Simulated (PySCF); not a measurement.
Compound: C₇H₅FO₂.
SMILES with atom numbers: `[CH:1]#[C:2][C:3]1=[CH:4][O:5][C:6]([CH2:7][F:8])=[CH:9][O:10]1` (hydrogens: H11 on C1; H12 on C4; H13, H14 on C7; H15 on C9)

Method: PBE0-D3(BJ)/def2-SVP geometry optimisation, gas phase (PySCF 2.14.0).

Question: List the bond lengths, angles and torsions at this level.

Answer: 
| bond | length (Å) | order |
| --- | --- | --- |
| C1≡C2 | 1.213 | triple |
| C2–C3 | 1.419 | single |
| C3=C4 | 1.345 | double |
| C4–O5 | 1.362 | single |
| O5–C6 | 1.381 | single |
| C6–C7 | 1.490 | single |
| C7–F8 | 1.364 | single |
| C6=C9 | 1.331 | double |
| C9–O10 | 1.370 | single |
| C3–O10 | 1.381 | single |
| C1–H11 | 1.075 | single |
| C4–H12 | 1.088 | single |
| C7–H13, C7–H14 | 1.105 | single |
| C9–H15 | 1.088 | single |

Bonds in one row agree within 0.01 Å and their mean is given. Orders are formal, as drawn. A selection of angles:
| angle | degrees |
| --- | --- |
| C1–C2–C3 | 179.8 |
| C2–C3–C4 | 122.4 |
| C2–C3–O10 | 115.1 |
| C4–C3–O10 | 122.4 |
| C3–C4–O5 | 123.8 |
| C4–O5–C6 | 113.3 |
| O5–C6–C7 | 111.7 |
| O5–C6–C9 | 122.9 |
| C7–C6–C9 | 125.4 |
| C6–C7–F8 | 110.7 |
| C6–C9–O10 | 123.8 |
| C3–O10–C9 | 113.3 |

Dihedral angles: C2–C3–C4–O5 180° (antiperiplanar); C3–C4–O5–C6 5° (synperiplanar); C4–O5–C6–C7 175° (antiperiplanar); O5–C6–C7–F8 179° (antiperiplanar); O5–C6–C9–O10 0° (synperiplanar); C6–C9–O10–C3 5° (synperiplanar); C2–C3–O10–C9 175° (antiperiplanar). The mirror-image conformer, all signs reversed, is as good.

O5 (cyclic ether oxygen) is bent (angle 113.3°). The C–C distances run from 1.213 Å (C1≡C2, drawn triple) to 1.490 Å (C6–C7, drawn single), a spread of 0.277 Å. Of the pairs four or more bonds apart, F8···H15 is among the closest relative to their van der Waals radii: 2.47 Å, 93 % of the sum of Bondi's values. The 6-membered ring C3–C4–O5–C6–C9–O10 has internal angles of 113.3° to 123.8° (sum 720°, against 720° for a flat polygon); it is almost planar, 0.03 Å rms from its mean plane, widest ring torsion 5°.

Point group: near Cs, missed by 0.24 Å at most; the miss may be what the optimiser left on a soft mode. No frequency check. One conformer, not necessarily the lowest.
